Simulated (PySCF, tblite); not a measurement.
Isomers of C5H8F2O2Si, one GFN2-xTB conformer each. Single-point energies are computed at PBE0/pcSseg-1 (PySCF, gas phase, no added dispersion term), electronic only.

| SMILES | GFN2-xTB relative energy (kJ/mol) |
| --- | --- |
| C=C(CC(=O)O[SiH3])C(F)F | 0.0 |
| O=C(O)[C@]1(C(F)F)CC[SiH2]1 | 114.3 |

Conformers: `[CH2:1]=[C:2]([CH2:3][C:4](=[O:5])[O:6][SiH3:7])[CH:8]([F:9])[F:10]` with C1–C2–C3–C4 -113°, C2–C3–C4–O5 -9°, C3–C4–O6–Si7 179°, C1–C2–C8–F9 -12°; `[O:1]=[C:2]([OH:3])[C@:4]1([CH:5]([F:6])[F:7])[CH2:8][CH2:9][SiH2:10]1` with O1–C2–O3–H 2°, O1–C2–C4–C5 -26°, C2–C4–C5–F6 -83°, C2–C4–C8–C9 -124°, C4–C8–C9–Si10 10°, C8–C9–Si10–C4 -8°, C2–C4–Si10–C9 128°.

Task: What does PBE0/pcSseg-1 give for the same structures?

Result: 
```tsv
SMILES	PBE0/pcSseg-1 E (Eh)	PBE0/pcSseg-1 (kJ/mol)	GFN2-xTB (kJ/mol)	point group
C=C(CC(=O)O[SiH3])C(F)F	-834.23152	0.0	0.0	C1
O=C(O)[C@]1(C(F)F)CC[SiH2]1	-834.22085	28.0	114.3	C1
```

Both levels put the same isomer lowest. As drawn, the lower has an Si–O bond and a C=C bond outside aromatic rings, which the higher lacks; the higher has a four-membered ring, an O–H bond and an Si–C bond, which the lower lacks.

Task: Which frontier levels, dipoles and rotational constants go with these structures?

Result: 
```json
{"SMILES": "C=C(CC(=O)O[SiH3])C(F)F", "HOMO (eV, PBE0/pcSseg-1)": "-8.04", "LUMO (eV)": "-0.41", "dipole (D)": "3.29", "A, B, C (MHz)": "2625, 508.2, 479.4"}
{"SMILES": "O=C(O)[C@]1(C(F)F)CC[SiH2]1", "HOMO (eV, PBE0/pcSseg-1)": "-8.03", "LUMO (eV)": "-0.56", "dipole (D)": "3.15", "A, B, C (MHz)": "1287, 1193, 844.0"}
```

Task: What happens when harmonic zero-point energies from GFN2-xTB frequencies are added?

Result: 
```tsv
SMILES	ZPE (kJ/mol)	electronic (kJ/mol)	with ZPE (kJ/mol)
C=C(CC(=O)O[SiH3])C(F)F	311.6	0.0	0.0
O=C(O)[C@]1(C(F)F)CC[SiH2]1	323.7	28.0	40.0
```

The zero-point energies span 12.1 kJ/mol. The order is unchanged.

Task: As an exercise, what shares would exp(−E/RT) give at 2000 K from these electronic energies alone (no entropy, no degeneracies)?

Result: RT = 16.629 kJ/mol: C=C(CC(=O)O[SiH3])C(F)F 84.3 %, O=C(O)[C@]1(C(F)F)CC[SiH2]1 15.7 %.
